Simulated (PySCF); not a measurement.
Ligand exchange on a metal centre used in film growth or etching (Nb F-NH2). All species are isolated molecules in the gas phase. One relaxed conformer stands for each flexible species; it need not be the lowest.

The LUMO from two functionals at the same geometries (r2SCAN-D4/def2-SVP), both in PySCF: PBE-D3(BJ)/def2-TZVP and B3LYP-D3(BJ)/def2-TZVP. B3LYP has the VWN-RPA correlation part, as in Gaussian. 

```tsv
species	PBE-D3(BJ)/def2-TZVP (eV)	B3LYP-D3(BJ)/def2-TZVP (eV)
0 of 5 F replaced by NH2 ([Nb(F)5])	-4.20	-3.80
1 of 5 F replaced by NH2 ([Nb(F)4(NH2)])	-3.92	-3.43
2 of 5 F replaced by NH2 ([Nb(F)3(NH2)2])	-3.60	-3.03
3 of 5 F replaced by NH2 ([Nb(F)2(NH2)3])	-3.07	-2.45
4 of 5 F replaced by NH2 ([Nb(F)(NH2)4])	-2.01	-1.44
5 of 5 F replaced by NH2	-1.72	-1.15
```

Over these rows, drawn at random from the members with no instability flagged (it was tested for open shells, ions and some series alone), PBE minus B3LYP-D3(BJ): mean -0.54 eV, from -0.63 eV to -0.39 eV.
